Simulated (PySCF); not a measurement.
A side-by-side comparison of computed properties.

First species: C₅H₁₂OSSi₂.
SMILES: `C[SiH2]CC#C[Si@H](SC)O`

Second species: C₅H₁₂OSSi₂.
SMILES: `C=C[SiH2]S[Si](C)(C)C=O`

Levels: PBE0/pcSseg-1 for dipole moment, HOMO energy, LUMO energy and HOMO–LUMO gap; GFN2-xTB for rotational constant A and rotational constant C. Geometries: GFN2-xTB. All species are isolated and taken at one optimised geometry, non-relativistic unless stated. Electronic properties by PySCF.

Dipoles, sizes and rotational constants follow the conformer. The torsions of the flexible species, by atom-mapped SMILES:
- `[CH3:1][SiH2:2][CH2:3][C:4]#[C:5][Si@@H:6]([OH:7])[S:8][CH3:9]`: C1–Si2–C3–C4 60°, C5–Si6–S8–C9 57°, H–O7–Si6–C5 86°
- `[CH2:1]=[CH:2][SiH2:3][S:4][Si:5]([CH3:6])([CH3:7])[CH:8]=[O:9]`: C1–C2–Si3–S4 26°, C2–Si3–S4–Si5 58°, Si3–S4–Si5–C6 -101°, S4–Si5–C8–O9 -12°

```csv
property,column X,column Y
dipole moment,3.24 D,2.85 D
HOMO energy,-6.99 eV,-6.72 eV
LUMO energy,-1.64 eV,-0.40 eV
HOMO–LUMO gap,5.35 eV,6.32 eV
rotational constant A,1.366 GHz,1.436 GHz
rotational constant C,0.701 GHz,0.414 GHz
```

Question: Which column belongs to which species?

Answer: Column X is the second species and column Y the first. The first has 21 atoms and 94 electrons, the second 21 and 94.

Question: How does each property change from the first species to the second?

Answer: dipole moment +0.39 D; HOMO energy -0.27 eV; LUMO energy -1.24 eV; HOMO–LUMO gap -0.97 eV; rotational constant A -0.070 GHz; rotational constant C +0.287 GHz.

On the first: In atomic units the dipole is 1.12 e·bohr (1 au = 2.5417 D).

On the second: In atomic units the dipole is 1.28 e·bohr (1 au = 2.5417 D).
